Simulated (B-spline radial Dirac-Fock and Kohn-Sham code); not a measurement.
Core-hole lifetimes of Re³⁺

System: the Re³⁺ ion in the configuration [Xe] 4f14 5d4.

Input file task.json (cfg lists n, l and occupation; rrms is the nuclear radius in fm):

```json
{"items": [{
  "Z": 75,
  "q": 3,
  "cfg": [[1, 0, 2], [2, 0, 2], [2, 1, 6], [3, 0, 2], [3, 1, 6], [3, 2, 10], [4, 0, 2], [4, 1, 6], [4, 2, 10], [4, 3, 14], [5, 0, 2], [5, 1, 6], [5, 2, 4]],
  "A": 187,
  "rrms": 5.3698,
  "do": ["binding", "quiet", "decay"],
  "holes": ["K", "L1", "L2", "L3", "M1", "M2", "M3", "M4", "M5", "N1", "N2", "N3", "N4", "N5", "N6", "N7"]
}]}
```

Run with: `python xray_run.py task.json out`

Level of theory: independent-particle rates on relativistic LDA orbitals of the hole state (multipoles up to L = 3, Coulomb Auger matrix elements, transition energies from Dirac-Fock); a B-spline atomic structure program.

Partial widths are in eV. Coster-Kronig decay leaves a hole in the same principal shell; its rates are the weakest part of the model, often 1.5 to 2.5 times too large and more for N holes. Holes without an open Auger channel, or with an unreliable SCF state, are not listed.

```
hole  radiative  Auger  Coster-Kronig  total  fluorescence yield  lifetime (fs)
   K       39.4   1.59              0   41.0               0.961         0.0161
  L1      0.874   1.92           3.01   5.81               0.150          0.113
  L2       1.49   2.82          0.691   5.00               0.298          0.132
  L3       1.33   3.62              0   4.95               0.270          0.133
  M1     0.0318   1.05           16.1   17.2             0.00185         0.0384
  M2     0.0336   1.16           11.0   12.2             0.00275         0.0540
  M3     0.0352   1.41           7.77   9.22                   ?              ?
  M4     0.0419   1.84         0.0415   1.93              0.0218          0.342
  M5     0.0396   1.92              0   1.96              0.0202          0.335
  N1    0.00107  0.117           12.4   12.5            8.55e-05         0.0526
  N2    0.00179  0.123           11.9   12.0            0.000149         0.0549
  N3    0.00113  0.133           9.52   9.66            0.000117         0.0682
  N4    0.00144  0.140           7.14   7.28            0.000198         0.0904
  N5    0.00127  0.159           6.81   6.97            0.000183         0.0944
```

Task: What are the fluorescence yield and the lifetime of the M3 hole?

Result: The yield is the radiative width over the total, 0.00382, and the lifetime is ħ/Γ = 0.0714 fs.

Values without a named source are computed, but for edge energies of neutral atoms, which are taken from tables.
